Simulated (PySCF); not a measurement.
CH₄AlO, charge +1. Atoms are numbered in the order given.

```xyz
7

Al     0.0000     0.0000     0.0940
C      0.0000     0.0000    -1.8188
H     -0.8934    -0.5158    -2.1797
H      0.8934    -0.5158    -2.1797
H      0.0000     1.0317    -2.1797
O      0.0000     0.0000     1.6970
H      0.0000     0.0000     2.6539
```
Charge +1, spin multiplicity 1.

Geometry: TPSSh-D3(BJ)/def2-TZVP. The multiplicity is an assumed one; other spin states were not compared. The isomer is the one that the SMILES or the coordinates give; other isomers of the formula were not compared. Other conformers were not sampled.

The numbers are results of PySCF with M06-2X/def2-TZVPD, not measurements.

Symmetry labels are those of the subgroup Cs that the program uses (full group C3v).

List the valence orbital energies around the gap with their symmetry. (Estimate from the structure and the level; the computed values follow.)


| orbital | symmetry | energy (eV) |
|---|---|---|
| HOMO−7 | A' | -35.92 |
| HOMO−6 | A' | -27.12 |
| HOMO−5 | A' | -23.00 |
| HOMO−4 | A' | -18.62 |
| HOMO−3 | A" | -18.62 |
| HOMO−2 | A' | -17.41 |
| HOMO−1 | A" | -17.41 |
| HOMO | A' | -16.80 |
| LUMO | A' | -6.67 |
| LUMO+1 | A" | -5.48 |
| LUMO+2 | A' | -5.48 |
| LUMO+3 | A' | -3.17 |
